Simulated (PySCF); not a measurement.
The dipole of `CC(=O)/C(F)=C/CF` from its density and from atomic charges.

Coordinates (GFN2-xTB, Å) and charges (e) from the PBE0/pcSseg-1 density (PySCF):

| atom | x | y | z | Mulliken | IAO | Hirshfeld | ESP-fitted |
| --- | --- | --- | --- | --- | --- | --- | --- |
| C1 | 2.435 | -0.294 | -0.639 | -0.2420 | -0.4788 | -0.1282 | -0.5528 |
| C2 | 1.381 | 0.320 | 0.234 | +0.1635 | +0.3661 | +0.1535 | +0.6589 |
| O3 | 1.605 | 1.060 | 1.161 | -0.3495 | -0.4073 | -0.2261 | -0.5059 |
| C4 | -0.012 | -0.052 | -0.123 | +0.2054 | +0.2073 | +0.0667 | -0.0596 |
| F5 | -0.141 | -0.879 | -1.189 | -0.2845 | -0.2802 | -0.0710 | -0.1456 |
| C6 | -1.097 | 0.370 | 0.524 | -0.2608 | -0.1602 | -0.0437 | -0.1223 |
| C7 | -2.490 | 0.001 | 0.150 | +0.2461 | +0.0416 | +0.0298 | +0.1472 |
| F8 | -3.374 | 0.371 | 1.125 | -0.3326 | -0.3192 | -0.1164 | -0.2428 |
| H9 | 3.420 | 0.035 | -0.322 | +0.1429 | +0.1700 | +0.0557 | +0.1623 |
| H10 | 2.369 | -1.379 | -0.582 | +0.1467 | +0.1717 | +0.0553 | +0.1661 |
| H11 | 2.261 | -0.009 | -1.675 | +0.1461 | +0.1713 | +0.0545 | +0.1631 |
| H12 | -0.964 | 1.024 | 1.373 | +0.1550 | +0.2008 | +0.0636 | +0.1604 |
| H13 | -2.797 | 0.515 | -0.772 | +0.1335 | +0.1583 | +0.0540 | +0.0820 |
| H14 | -2.595 | -1.082 | 0.006 | +0.1301 | +0.1587 | +0.0522 | +0.0889 |

Compute μ = Σ q r for each scheme (1 e·Å = 4.803 D) and compare with the dipole of the full density.

The full density gives (0.32, -1.32, -2.25) D, 2.63 D in size; dipole vectors point from the negative to the positive end.

| scheme | μx | μy | μz | size (D) | share of the full size (%) | angle to the full dipole (°) |
| --- | --- | --- | --- | --- | --- | --- |
| Mulliken | 1.03 | -1.63 | -3.07 | 3.63 | 138 | 10 |
| IAO | 0.96 | -1.12 | -2.39 | 2.81 | 107 | 14 |
| Hirshfeld | 0.04 | -0.92 | -1.50 | 1.77 | 67 | 6 |
| ESP-fitted | 0.30 | -1.36 | -2.30 | 2.69 | 102 | 1 |

Which set comes closest?

Length of the difference vector: ESP-fitted 0.07 D, IAO 0.68 D, Hirshfeld 0.89 D, Mulliken 1.13 D. Closest: ESP-fitted. ESP charges are fitted to the potential around the molecule, whose slowest-falling term is the dipole's. 

What is left for the Hirshfeld atoms' own dipoles?

The Hirshfeld atoms' densities add up to the full density, so μ = Σ q r + Σ (atomic dipoles). The atomic dipoles sum to (0.32, -1.32, -2.25) − (0.04, -0.92, -1.50) = (0.28, -0.40, -0.75) D, 0.89 D in size.

With the origin at the mean of the coordinates, (0.000, 0.000, -0.052) Å, which are the largest single terms, by size, of the IAO dipole along the direction of the full one?

O3 +2.69, F8 +2.47, C1 -2.18, F5 -1.88, H12 -1.79 D; all 14 atoms together +2.73 D. The single terms depend on the origin, their sum doesn't.

Give the size of the full dipole in other units.

2.63 D = 1.035 au = 0.548 e·Å = 8.78 × 10⁻³⁰ C·m.

Geometry: GFN2-xTB, one conformer, isolated molecule.

Shape of the structure used: `[CH3:1][C:2](=[O:3])/[C:4]([F:5])=[CH:6]/[CH2:7][F:8]`: C1–C2–C4–F5 -1°, C4–C6–C7–F8 169°.
